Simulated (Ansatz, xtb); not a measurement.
# Two structures of Al2BCl2H

We compare X, a triplet given by its coordinates, with Y, a triplet given by its coordinates. Both are isolated molecules in the gas phase, relaxed with B3LYP/6-31G*.

X (Å):

```xyz
6

Al   -0.4060    3.3829    0.5342
Al    0.3902    0.5477   -0.1336
B     1.3784    2.2563    0.3379
Cl    0.6813   -1.4869   -0.6263
Cl   -1.7571    1.1146   -0.0935
H     2.4863    2.6608    0.4905
```

Close contacts (Å): Al1–Al2 3.02, Al1–B3 2.12, Al1–Cl5 2.71, Al2–B3 2.03, Al2–Cl4 2.11, Al2–Cl5 2.22, B3–H6 1.19.

Y (Å):

```xyz
6

Al   -0.8542   -0.1072    0.7031
Al   -0.7135    2.5574    0.3800
B    -0.4957    1.0260   -0.9738
Cl   -1.1344   -1.8530    1.8770
Cl   -0.7947    4.5527    1.0985
H    -0.2749    0.8735   -2.1358
```

Close contacts (Å): Al1–Al2 2.69, Al1–B3 2.06, Al1–Cl4 2.12, Al2–B3 2.06, Al2–Cl5 2.12, B3–H6 1.19.

Problem. Estimate E(Y) − E(X) at the level CCSD(T)/def2-SVP + ΔMP2/def2-TZVPP.

Solution. Calculated at CCSD(T)/def2-SVP + ΔMP2/def2-TZVPP: E(Y) − E(X) = +58.2 kJ/mol, so structure X lies lower.

The same difference at several levels:

```tsv
level	geometry	E(Y) − E(X) (kJ/mol)	departure from the last row (kJ/mol)	job, with rough time for the two
B3LYP/6-31G*	B3LYP/6-31G*	+62.1	+3.9	optimisation, 94 s
HF/def2-SVP	B3LYP/6-31G*	+75.6	+17.5	part of the CCSD(T) run
MP2/def2-SVP	B3LYP/6-31G*	+56.6	−1.6	part of the CCSD(T) run
CCSD(T)/def2-SVP	B3LYP/6-31G*	+66.3	+8.1	single point
CCSD(T)/def2-SVP + ΔMP2/def2-TZVPP	B3LYP/6-31G*	+58.2		single point, 47 s
```

The levels shown agree on the order. The largest departure from CCSD(T)/def2-SVP + ΔMP2/def2-TZVPP is that of HF/def2-SVP, 17.5 kJ/mol. At CCSD(T)/def2-SVP + ΔMP2/def2-TZVPP a singlet with the links of Y lies below this triplet. Levels run at GFN2-xTB geometries aren't shown. The last row adds to CCSD(T) the change of the MP2 difference between the two basis sets, here −8.1 kJ/mol. The triplet state of X needn't be its ground state.

With harmonic frequencies from B3LYP/6-31G* (ideal gas, rigid rotor, one conformer each, 298.15 K, 1 atm): on the last row, ΔE + ΔZPE = +57.6, ΔH = +58.3, ΔG = +55.5 kJ/mol.

Open shells are spin-unrestricted. The correlated steps freeze 21 core orbitals. Codes used: Ansatz 0.2.0; the last row on 1 thread of Intel(R) Xeon(R) 6975P-C (Granite Rapids) on a shared host.
